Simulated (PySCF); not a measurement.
NMR parameters of SeF4

SeF4, F4Se, point group C2v.

Geometry:
| atom | x (Å) | y (Å) | z (Å) |
| --- | --- | --- | --- |
| Se1 | -0.240 | -0.444 | -0.004 |
| F2 | -0.193 | -0.301 | 1.768 |
| F3 | -0.131 | -0.298 | -1.773 |
| F4 | 1.436 | -0.102 | 0.025 |
| F5 | -0.871 | 1.146 | -0.015 |

GIAO calculations in PySCF 2.14 on the PBE0-D3(BJ)/def2-SVP structure: isolated species, non-relativistic, equivalent atoms averaged; basis pcSseg-1.

(1) Give the isotropic shieldings (ppm) with B3LYP, PBE0.

(2) And the chemical shifts, against references computed in the same way?

(3) Which part of the shielding of Se1 depends on the functional?

(4) What couplings does B3LYP/pcJ-1 (pcSseg-1 on Se) give?

## Answers

(1) 
```
             atoms             environment  B3LYP   PBE0
               Se1  selenium bonded to 4 F    477    545
       F2/F3/F4/F5   fluorine bonded to Se   93.4  104.5
HOMO–LUMO gap (eV)                       –   6.94   7.43
```

(2) 
```csv
atoms,"nucleus, reference",B3LYP,PBE0
Se1,"$^{77}$Se, Me2Se",1203,1225
F2/F3/F4/F5,"$^{19}$F, CFCl3",78.5,72.7
```

(3) Diamagnetic: B3LYP 2982, PBE0 2982 ppm; paramagnetic: B3LYP -2505, PBE0 -2437 ppm. The diamagnetic part, set mainly by inner electrons, hardly moves; the paramagnetic part goes with low-lying magnetically allowed excitations and carries the spread.

(4) $^{2}J$(F2,F3) = 31.4 Hz (averaged over equivalent pairs; isotopes $^{19}$F).

Relativistic effects, spin–orbit coupling among them, are left out; they matter for Se and for the light atoms bonded to it. The averaged F atoms aren't alike in the static structure (σ from 76 to 111 ppm); the average presumes fast exchange among these sites. Unscaled 19F shifts against computed CFCl3 carry errors that often reach 10 to 50 ppm.
